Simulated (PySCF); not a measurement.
**Spinor energies of W⁵³⁺ (tungsten, charge +53)**

Start: [Ar] 3d3; 3d3/2 filled at m_j = -1/2, +1/2, +3/2. Calculated with PySCF 2.14 in an uncontracted even-tempered set (15 s from 15 bohr⁻², ratio 2.8; 12 p from 19 bohr⁻², ratio 2.8; 8 d from 19 bohr⁻², ratio 2.8; 3 f from 61 bohr⁻², ratio 3): generalised Hartree-Fock with the X2C-1e Hamiltonian and a Gaussian nucleus; one run each with spin-orbit coupling (SO) switched off, then screened by Boettger's factors.

```
spinor shell  electrons  ε, spin-free (eV)  ε, screened SO (eV)  weight of nominal j (screened SO)  rms radius, screened SO (bohr)
       1s1/2          2           -73454.1             -73428.0                              1.000                          0.0208
       2s1/2          2           -15659.3             -15648.8                              1.000                          0.0832
       2p1/2          2           -14145.3             -15130.3                              1.000                          0.0707
       3s1/2          2            -5908.3              -5904.9                              1.000                           0.206
       3p1/2          2            -5445.3              -5702.5                              1.000                           0.195
       3p3/2          4            -5445.3              -5336.7                              1.000                           0.209
       3d3/2          3            -5031.9              -5064.9                              0.998                           0.178
```

Question: Where does 2p3/2 lie, and what is the 2p spin-orbit splitting (screened SO)?

Answer: At -13738.0 eV, 1392.2 eV above 2p1/2.

```json
{"quantity": "E (hartree)", "spin-free": "-13495.21907", "screened SO": "-13518.04765"}
{"quantity": "M_J", "spin-free": "3/2", "screened SO": "3/2"}
{"quantity": "⟨J²⟩", "spin-free": "6.750", "screened SO": "3.764"}
{"quantity": "⟨L²⟩", "spin-free": "12.000", "screened SO": "7.652"}
{"quantity": "⟨S²⟩", "spin-free": "3.750", "screened SO": "2.084"}
```

Each row is a mean over spinors that exchange with the open shell spreads, by up to 24.878 eV (3p1/2).

Breit and QED terms are absent; they matter most for the inner s and p1/2 levels.

Densities and radii are taken from the X2C orbitals without a picture-change correction, which distorts them close to the nucleus.

Without spin-orbit coupling the j labels of p, d and f shells carry no meaning; the spin-free column gives the mean over the occupied spinors of each nl shell, and its ⟨J²⟩ belongs to a mixture of degenerate components.
